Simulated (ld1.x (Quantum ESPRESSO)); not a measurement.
**Logarithmic derivatives: Co, TM**

* Element: Co (Z = 27)
* Generator: ld1.x (Quantum ESPRESSO) 7.5
* Type: norm-conserving Troullier–Martins (Kleinman–Bylander form)
* Functional: LDA (PZ)
* Relativity: scalar-relativistic
* Frozen core: [Ar]
* Valence charge: 9
* Reference configuration: 3d7 4s2 4p0
* Partial waves: 4p (bound, empty): rc 2.15 bohr; 3d (bound): rc 1.10 bohr; 4s (bound): rc 1.80 bohr
* Local potential: the s channel
* Core correction: none

The phase is arctan(r·u′/u) with u = r·R(r), unwrapped; energies in Ry, scanned from -3 to 5 Ry. A pole is an energy at which the radial function vanishes at the test radius. The pseudo phase is shifted by a multiple of π to meet the all-electron one at the reference energy, and phase errors are pseudo minus all-electron; the curves can meet again beyond the range given. Levels narrower than the energy grid can be missing from the lists of poles.

| channel | radius (bohr) | reference energy (Ry) | poles, all-electron | poles, pseudo | unbroken range about the reference energy with phases within 0.05 rad | phase error 1 Ry above the reference energy (rad) |
| --- | --- | --- | --- | --- | --- | --- |
| s | 2.36 | -0.42 | 2.12 | 1.89 | below 2.8 | -0.009 |
| p | 2.36 | -0.10 | 3.25 | 3.27 | the whole range | -0.006 |
| d | 2.36 | -0.62 | -0.45 | -0.45 | below 0.6 | +0.037 |

Phases in the p channel:

```
E (Ry)  all-electron  pseudo
 -3.00         1.312   1.307
 -2.76         1.299   1.295
 -2.52         1.284   1.280
 -2.28         1.267   1.264
 -2.04         1.247   1.244
 -1.80         1.224   1.221
 -1.56         1.195   1.192
 -1.32         1.159   1.157
 -1.08         1.114   1.112
 -0.84         1.053   1.052
 -0.60         0.971   0.970
 -0.36         0.851   0.850
 -0.12         0.668   0.668
  0.12         0.382   0.382
  0.36        -0.031  -0.033
  0.60        -0.479  -0.484
  0.84        -0.825  -0.831
  1.08        -1.050  -1.055
  1.32        -1.195  -1.200
  1.56        -1.293  -1.297
  1.80        -1.364  -1.367
  2.04        -1.418  -1.420
  2.28        -1.460  -1.461
  2.52        -1.494  -1.495
  2.76        -1.523  -1.523
  3.00        -1.548  -1.547
  3.24        -1.570  -1.568
  3.48        -1.590  -1.587
  3.72        -1.609  -1.605
  3.96        -1.628  -1.621
  4.20        -1.646  -1.637
  4.44        -1.664  -1.653
  4.68        -1.683  -1.668
  4.92        -1.702  -1.683
```
